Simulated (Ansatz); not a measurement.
System: sum formula H2SiO2, net charge 1, doublet state. 
Coordinates optimised at B3LYP-D3(BJ)/def2-TZVP (Ansatz, a program for electronic structure):
```
Si
O 1 1.5662
H 2 0.9688 1 136.47
O 1 1.5662 2 130.85 3 0.00
H 4 0.9688 1 136.47 2 0.00
```
Charge +1, spin multiplicity 2.

Basis-set convergence of Hartree-Fock and MP2 correlation energies (hartree) with Ansatz. Correlated levels leave the core frozen unless marked. UHF or UKS for open shells. No spin-orbit coupling. No relativistic terms.

```
basis            functions       E(HF)  E(corr, MP2)
---------------  ---------  ----------  ------------
aug-cc-pV(D+d)Z         96  -439.61676      -0.45913
aug-cc-pV(T+d)Z        193         [?]           [?]
```

Problem. Fill in the missing entries.

Solution. 
- aug-cc-pV(T+d)Z, E(HF): -439.68074
- aug-cc-pV(T+d)Z, E(corr, MP2): -0.56091
